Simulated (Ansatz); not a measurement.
Cost and result for the atomization energy of CH4GaNO (`O/C=[N]/[GaH2]`) (8 atoms, 7 bonds).

The species carries charge 0 and has multiplicity 1. Correlated methods include outer-core shells of Ga, which these sets cover unevenly. Scalar relativity is left out up to krypton. The geometry is a stationary point of PBE0-D4/def2-TZVP. It is one conformer, not always the lowest. Program: Ansatz. All runs use 2 threads of an AMD EPYC 9R45 on a shared host. Times are those of one run each, without the atoms' runs, and a repeat can differ threefold. Electronic energies, without spin–orbit coupling; frozen cores. CCSD(T)/CBS adds CCSD(T) − MP2 in def2-TZVPP to the MP2 limit, and its time is that of the two runs behind it. T1 = 0.016. With those shells the extrapolation isn't a true limit. B3LYP takes the VWN-RPA correlation (the form of Gaussian; ORCA's B3LYP/G). HSE06 is the plane-wave form, built on full-range PBE exchange.

CCSD(T)/CBS is a level of theory with its own doubt, some kJ/mol a heavy atom from the limit and from the frozen cores, so smaller differences don't rank the functionals.

```json
{"level": "LDA (SPW92)/def2-TZVPP", "functions": "197", "wall time": "0.6 s"}
{"level": "BLYP-D4/def2-TZVPP", "functions": "197", "wall time": "0.9 s"}
{"level": "HSE06-D4/def2-TZVPP", "functions": "197", "wall time": "1.4 s"}
{"level": "BHLYP-D4/def2-TZVPP", "functions": "197", "wall time": "1.4 s"}
{"level": "B3LYP-D4/def2-TZVPP (with forces)", "functions": "197", "wall time": "2 s"}
{"level": "r2SCAN-D4/def2-TZVPP (with forces)", "functions": "197", "wall time": "2 s"}
{"level": "r2SCANh-D4/def2-TZVPP", "functions": "197", "wall time": "2 s"}
{"level": "B2PLYP/def2-TZVPP", "functions": "197", "wall time": "2.4 s"}
{"level": "CCSD(T)/def2-SVP", "functions": "94", "wall time": "2.6 s"}
{"level": "ωB97X-V/def2-TZVPP", "functions": "197", "wall time": "3.3 s"}
{"level": "MP2/def2-QZVPP", "functions": "380", "wall time": "8.5 s"}
{"level": "CCSD(T)/def2-TZVPP", "functions": "197", "wall time": "34 s"}
{"level": "CCSD(T)/CBS(def2)", "functions": "–", "wall time": "43 s"}
```

Q: What atomization energy does each give, and how far from CCSD(T)/CBS? (Estimate.)

A: Ansatz gave: 
```
                             level  atomization (kcal/mol)  difference from CCSD(T)/CBS  per bond
            LDA (SPW92)/def2-TZVPP                   767.6                        115.5      16.5
                BLYP-D4/def2-TZVPP                   656.3                          4.2       0.6
               HSE06-D4/def2-TZVPP                   651.5                         -0.6      -0.1
               BHLYP-D4/def2-TZVPP                   621.9                        -30.2      -4.3
 B3LYP-D4/def2-TZVPP (with forces)                   651.1                         -1.0      -0.1
r2SCAN-D4/def2-TZVPP (with forces)                   653.9                          1.8       0.3
             r2SCANh-D4/def2-TZVPP                   646.6                         -5.5      -0.8
                 B2PLYP/def2-TZVPP                   645.5                         -6.6      -0.9
                  CCSD(T)/def2-SVP                   612.3                        -39.8      -5.7
                ωB97X-V/def2-TZVPP                   655.2                          3.1       0.4
                    MP2/def2-QZVPP                   660.0                          7.9       1.1
                CCSD(T)/def2-TZVPP                   634.2                        -17.9      -2.6
                 CCSD(T)/CBS(def2)                   652.1                          0.0       0.0
```

From r2SCAN to r2SCAN0 (25 % exact exchange), in def2-TZVPP and without D4, the atomization energy moves by −17.9 kcal/mol: exact exchange takes away binding that semilocal exchange gives to molecules. At CCSD(T), def2-SVP lies −39.8 kcal/mol from the extrapolated value and def2-TZVPP −17.9 kcal/mol: correlation converges slowly with the basis, and small sets miss more of it in the bonded molecule than in its fragments. In def2-TZVPP, CCSD(T) changes the Hartree–Fock value by +203.3 kcal/mol (the triples alone add +13.6 kcal/mol) and MP2 by +218.4 kcal/mol; breaking electron pairs costs correlation energy, which Hartree–Fock lacks.
